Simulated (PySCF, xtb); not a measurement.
C₃H₇O, SMILES CC(C)[O], multiplicity 2.

Harmonic wavenumbers (cm⁻¹) from GFN2-xTB in xtb 6.7.1 at its own minimum, in rising order: 153, 201, 345, 422, 464, 783, 820, 929, 950, 989, 1079, 1094, 1105, 1285, 1358, 1380, 1459, 1470, 1472, 1482, 2523, 3034, 3038, 3044, 3048, 3053, 3055.

**Question.** What does PBE-D3(BJ)/def2-SVP run with PySCF give at its own minimum? (An estimate is asked for; the answer gives what the named calculation found.)

**Answer.** 192, 233, 347, 408, 442, 791, 841, 872, 964, 1013, 1013, 1088, 1124, 1204, 1302, 1327, 1396, 1401, 1413, 1421, 2687, 2972, 2977, 3066, 3070, 3087, 3088. Paired by order, the mean absolute difference is 43 cm⁻¹ and the zero-point energies are 57.2 and 56.8 kcal/mol.
